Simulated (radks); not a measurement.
Values are calculated unless marked as measured or tabulated.
Tl3+, configuration [Xe] 4f14 5d10. Code: a radial shooting solver on a logarithmic mesh with Libxc functionals. Model: non-relativistic Kohn-Sham, PBE, spin-polarised, spherical densities, point nucleus; relativity is left out, which matters for an element this heavy.

Normalised radial functions P(r) = r R(r), r in bohr:

```
   r/bohr * 4f, o 5p, + 5d (the largest magnitude, 1.49, reaches the edge; | marks zero, & curves that meet)
  0.00292                             &
 0.004426                             &
 0.006764                             &o
  0.01034                             &o
  0.01579                             &  o
  0.02413                             *+  o
  0.03658                             * +  o
   0.0559                             |* +o
  0.08542                           o |  *  +
   0.1305                     o       |    +   *
   0.1995                           o+|                  *
   0.3048                     +       |         o                *
    0.462                        +    |    o                   *
    0.706              o              |         +    *
    1.079         o                   |    *            +
    1.648                    o        |*           +
    2.519                            o*    +
    3.818                             &+
```

4f: eigenvalue -158.80 eV, 0 radial nodes, <r> = 0.457 bohr, 90 % of the charge inside 0.725 bohr. 5p: eigenvalue -98.139 eV, 3 radial nodes at r = 0.0760, 0.214, 0.518 bohr, <r> = 1.05 bohr, 90 % of the charge inside 1.51 bohr. 5d: eigenvalue -45.400 eV, 2 radial nodes at r = 0.189, 0.537 bohr, <r> = 1.32 bohr, 90 % of the charge inside 1.99 bohr.
